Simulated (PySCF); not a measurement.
Relaxation of singlet I₃⁻

Method: PBE0 in PySCF with I def2-SVPD with ECP28; scalar-relativistic core potentials, no spin–orbit coupling; density-fitted integrals. A (50,194) grid was used.

A hand-made bent start, of C2v symmetry, held to at least that symmetry:

Coordinates in bohr (charge -1 multiplicity 1):
```
I     0.0000    0.0000   -1.9221
I     4.1175    0.0000    0.9611
I    -4.1175    0.0000    0.9611
```

Optimiser trace:
```json
{"step": "0", "E − E(last) (kJ/mol)": "263.88", "largest gradient (Eh/bohr)": "0.07450"}
{"step": "1", "E − E(last) (kJ/mol)": "158.10", "largest gradient (Eh/bohr)": "0.03567"}
{"step": "2", "E − E(last) (kJ/mol)": "106.35", "largest gradient (Eh/bohr)": "0.01755"}
{"step": "3", "E − E(last) (kJ/mol)": "67.99", "largest gradient (Eh/bohr)": "0.01752"}
{"step": "4", "E − E(last) (kJ/mol)": "49.43", "largest gradient (Eh/bohr)": "0.01858"}
{"step": "5", "E − E(last) (kJ/mol)": "39.02", "largest gradient (Eh/bohr)": "0.01624"}
{"step": "6", "E − E(last) (kJ/mol)": "28.03", "largest gradient (Eh/bohr)": "0.01277"}
{"step": "7", "E − E(last) (kJ/mol)": "8.77", "largest gradient (Eh/bohr)": "0.00948"}
{"step": "8", "E − E(last) (kJ/mol)": "0.22", "largest gradient (Eh/bohr)": "0.00129"}
{"step": "9", "E − E(last) (kJ/mol)": "0.01", "largest gradient (Eh/bohr)": "0.00020"}
{"step": "10", "E − E(last) (kJ/mol)": "0.00", "largest gradient (Eh/bohr)": "0.00002"}
```

It ends at D∞h with I–I 2.958 Å (×2); I–I–I 180.0°. No frequency check is given, so it may be a saddle point. Other isomers or separated fragments may lie lower.

The relaxation took of the order of 100 core-seconds on a shared host.
